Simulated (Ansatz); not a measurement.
System: C4H10Zn, net charge 0, singlet state. 
Coordinates optimised at B3LYP-D3(BJ)/def2-TZVP (Ansatz, a first-principles code):
```
Zn
C 1 1.9720
H 2 1.0947 1 107.82
H 2 1.0947 3 105.69 1 -115.09
C 2 1.5357 3 109.96 4 -118.63
H 5 1.0926 2 111.85 3 -62.02
H 5 1.0926 6 106.95 2 122.77
H 5 1.0948 6 107.00 7 114.37
C 1 1.9720 4 155.87 2 179.47
H 9 1.0947 1 107.82 4 -12.93
H 9 1.0947 10 105.69 1 -115.09
C 9 1.5357 10 109.96 11 -118.63
H 12 1.0926 9 111.85 10 -62.02
H 12 1.0926 13 106.95 9 122.77
H 12 1.0948 13 107.00 14 114.37
```
Charge 0, spin multiplicity 1.

Parts of the frozen-core correlation energy in def2-SVP (Ansatz, hartree). Frozen orbitals: 13; correlated occupied orbitals by spin: 19 and 19; virtual: 105 and 105. No spin-orbit coupling. No relativistic terms.

```tsv
term	value
reference (HF)	-1934.71074
MP2 opposite-spin	___
MP2 same-spin	-0.24322
CCSD correlation	___
(T)	___
T1 diagnostic	0.011
largest doubles amplitude	0.027
```

### Question
Fill in the missing entries.

### Answer

- MP2 opposite-spin, value: -0.65447
- CCSD correlation, value: -0.93539
- (T), value: -0.02778
